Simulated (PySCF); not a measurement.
## Electron correlation in Te⁴⁶⁺ (tellurium, charge +46)

[He] 2s2 2p2, high-spin 3P determinant. Computed with PySCF 2.14 in an even-tempered Gaussian basis (17 s from 22 bohr⁻², ratio 2.2; 10 p from 28 bohr⁻², ratio 2.2; 5 d from 110 bohr⁻², ratio 2.4; 5 f from 160 bohr⁻², ratio 2.4; 4 g from 240 bohr⁻², ratio 2.4), with no relativity, point nucleus. Frozen: nothing; 6 electrons correlated; the 11 highest virtual orbitals of each spin left out.

MP2 pair energies summed by pair of shells (mhartree):

```csv
pair,energy,share (%)
2s-2s,-101.17,40.7
2s-2p,-67.61,27.2
1s-1s,-38.92,15.7
1s-2p,-18.83,7.6
1s-2s,-12.53,5.0
2p-2p,-9.56,3.8
```

Total MP2 correlation energy: -248.63 mhartree.

At this charge a non-relativistic calculation is a model, useful for the Z dependence of the correlation energy.

Spin-orbit coupling is strong in this species, so the high-spin LS determinant is a model state.
